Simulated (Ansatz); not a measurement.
Steps of a relaxation of `B[SiH](Cl)Br` with RKS PBE0-D4/def2-TZVP.

```sh
$ ansatz run in.yaml --threads 2 --pin off --events-out ev --progress --plain --max-ram 4352MiB
```

```yaml
crystal:
  periodic: [false, false, false]
  atoms:
    - {symbol: B, position_ang: [-0.438576, 1.003752, 0.256817]}
    - {symbol: Si, position_ang: [0.659217, -0.605281, 0.060497]}
    - {symbol: Cl, position_ang: [1.919095, -0.959044, -1.543220]}
    - {symbol: Br, position_ang: [-1.605500, -0.845598, -0.575009]}
    - {symbol: H, position_ang: [-0.939209, 1.220136, 1.340089]}
    - {symbol: H, position_ang: [-0.442199, 1.812072, -0.645420]}
    - {symbol: H, position_ang: [0.908271, -1.694038, 1.060446]}
basis:
  gaussian: {orbitals: def2-TZVP}
hamiltonian: {xc: pbe0, dispersion: d4}
relax: {f_tol: 0.005, max_steps: 150}
```

Positions (Å) and forces (eV/Å) along the path, 8 of 8 steps:

```xyz
7
step=1 energy=-91157.8451 eV
B    -0.439    1.004    0.257   -0.026    0.313    0.100
Si    0.659   -0.605    0.060   -0.040   -0.293   -0.300
Cl    1.919   -0.959   -1.543   -0.373    0.111    0.466
Br   -1.605   -0.846   -0.575    0.322    0.013    0.067
H    -0.939    1.220    1.340    0.183   -0.093   -0.439
H    -0.442    1.812   -0.645   -0.017   -0.337    0.346
H     0.908   -1.694    1.060   -0.050    0.286   -0.241
7
step=2 energy=-91157.8788 eV
B    -0.423    1.007    0.263    0.039    0.103    0.067
Si    0.649   -0.609    0.056   -0.145   -0.047   -0.035
Cl    1.889   -0.952   -1.524   -0.003    0.017    0.020
Br   -1.582   -0.847   -0.582    0.063   -0.070    0.007
H    -0.933    1.214    1.326    0.052   -0.011   -0.127
H    -0.444    1.796   -0.637    0.013   -0.080    0.108
H     0.905   -1.678    1.052   -0.018    0.089   -0.039
7
step=3 energy=-91157.8843 eV
B    -0.416    1.009    0.266    0.126    0.033    0.044
Si    0.632   -0.615    0.045   -0.097    0.034    0.036
Cl    1.884   -0.943   -1.524    0.038   -0.012   -0.045
Br   -1.582   -0.871   -0.584   -0.015   -0.055   -0.031
H    -0.928    1.215    1.321   -0.030    0.002    0.024
H    -0.429    1.797   -0.625   -0.034    0.018   -0.040
H     0.899   -1.659    1.055    0.012   -0.020    0.012
7
step=4 energy=-91157.8888 eV
B    -0.389    1.026    0.279    0.023   -0.024   -0.019
Si    0.616   -0.620    0.040   -0.115    0.006    0.002
Cl    1.880   -0.940   -1.521    0.048   -0.007   -0.055
Br   -1.584   -0.903   -0.598    0.046   -0.020    0.005
H    -0.924    1.223    1.322   -0.024    0.021    0.070
H    -0.434    1.799   -0.622    0.005    0.056   -0.041
H     0.895   -1.654    1.055    0.017   -0.032    0.038
7
step=5 energy=-91157.8909 eV
B    -0.377    1.038    0.285    0.005   -0.002   -0.013
Si    0.598   -0.628    0.034   -0.002    0.000   -0.008
Cl    1.878   -0.936   -1.522    0.004    0.001   -0.005
Br   -1.582   -0.935   -0.609   -0.010   -0.012   -0.004
H    -0.919    1.233    1.328   -0.008    0.007    0.020
H    -0.431    1.810   -0.620    0.006    0.013   -0.002
H     0.894   -1.651    1.058    0.005   -0.006    0.012
7
step=6 energy=-91157.8911 eV
B    -0.373    1.042    0.287    0.003   -0.003   -0.002
Si    0.591   -0.631    0.032   -0.001    0.001    0.006
Cl    1.876   -0.935   -1.522    0.001    0.001   -0.003
Br   -1.584   -0.949   -0.614   -0.002   -0.003   -0.001
H    -0.919    1.237    1.329    0.002    0.000   -0.002
H    -0.426    1.815   -0.617   -0.001    0.004    0.002
H     0.895   -1.648    1.060   -0.001    0.000    0.001
7
step=7 energy=-91157.8911 eV rejected
B    -0.371    1.043    0.287   -0.006    0.002    0.009
Si    0.590   -0.632    0.032   -0.002    0.005   -0.012
Cl    1.875   -0.934   -1.522    0.003   -0.004    0.001
Br   -1.583   -0.953   -0.616    0.000    0.000    0.002
H    -0.916    1.237    1.329   -0.002    0.000   -0.001
H    -0.428    1.818   -0.616    0.005   -0.003   -0.001
H     0.893   -1.647    1.061    0.002    0.001    0.001
7
step=8 energy=-91157.8912 eV
B    -0.372    1.043    0.287    0.000    0.000    0.000
Si    0.591   -0.631    0.031   -0.002    0.000   -0.001
Cl    1.876   -0.934   -1.522   -0.001    0.000    0.000
Br   -1.584   -0.951   -0.615    0.001   -0.001    0.000
H    -0.918    1.237    1.329    0.001    0.000    0.000
H    -0.426    1.817   -0.616    0.000    0.001    0.000
H     0.894   -1.647    1.060    0.000    0.000    0.000
```

It took 40 s on 2 threads of an Arm Neoverse V2 on a shared host, with 0.47 GiB of host memory at the peak.
